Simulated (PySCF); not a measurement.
Geometries of 3 isomers of C6H5F3, from PySCF 2.14.0, PBE0-D3(BJ)/def2-SVP geometry optimisation, gas phase. One conformer each, no zero-point energy, no frequencies.

Question: Which isomer lies lowest at this level?
A.
```xyz
14
angstrom
C      1.739    1.742    0.824
C      1.100    0.734    0.625
C      0.353   -0.497    0.362
C      0.721   -1.106   -0.999
C     -1.132   -0.309    0.521
F     -1.751   -1.235    1.261
C     -1.868    0.646   -0.045
F     -1.360    1.577   -0.815
F     -3.161    0.774    0.099
H      2.295    2.643    1.006
H      0.619   -1.220    1.153
H      0.461   -0.411   -1.809
H      1.800   -1.310   -1.050
H      0.175   -2.048   -1.152
```
B.
```xyz
14
angstrom
F      3.750    0.757   -0.216
C      2.882   -0.145   -0.679
F      3.284   -1.346   -0.257
F      2.972   -0.142   -2.011
C      1.521    0.148   -0.232
C      0.384    0.371    0.120
C     -0.967    0.619    0.529
C     -2.110    0.149   -0.345
C     -1.848   -0.537    0.950
H     -1.112    1.566    1.060
H     -2.972    0.815   -0.426
H     -1.844   -0.372   -1.267
H     -2.525   -0.357    1.789
H     -1.402   -1.533    0.928
```
C.
```xyz
14
angstrom
C     -2.690    0.007    1.050
C     -1.384    0.020    0.739
C     -0.906   -0.066   -0.626
C      0.371   -0.059   -1.075
C      1.588    0.048   -0.311
F      1.529    0.181    1.018
C      2.816    0.029   -0.858
F      3.924    0.138   -0.178
F      3.029   -0.101   -2.143
H     -3.030    0.071    2.087
H     -3.460   -0.068    0.275
H     -0.643    0.096    1.537
H     -1.684   -0.150   -1.393
H      0.537   -0.141   -2.152
```

Answer: C. That is `C=C/C=C\C(F)=C(F)F`, 4.1 kcal/mol below the next.

| SMILES | atoms numbered as above | E (Eh) | relative (kcal/mol) | relative (kJ/mol) | dipole (D) |
| --- | --- | --- | --- | --- | --- |
| C=C/C=C\C(F)=C(F)F | [CH2:1]=[CH:2]/[CH:3]=[CH:4]\[C:5]([F:6])=[C:7]([F:8])[F:9] | -530.14948 | 0.0 | 0.0 | 1.18 |
| FC(F)(F)C#CC1CC1 | [F:1][C:2]([F:3])([F:4])[C:5]#[C:6][CH:7]1[CH2:8][CH2:9]1 | -530.14288 | 4.1 | 17.3 | 3.74 |
| C#C[C@H](C)C(F)=C(F)F | [CH:1]#[C:2][C@H:3]([CH3:4])[C:5]([F:6])=[C:7]([F:8])[F:9] | -530.10779 | 26.2 | 109.5 | 1.54 |

As drawn, the highest has a C≡C bond, which the lowest lacks.
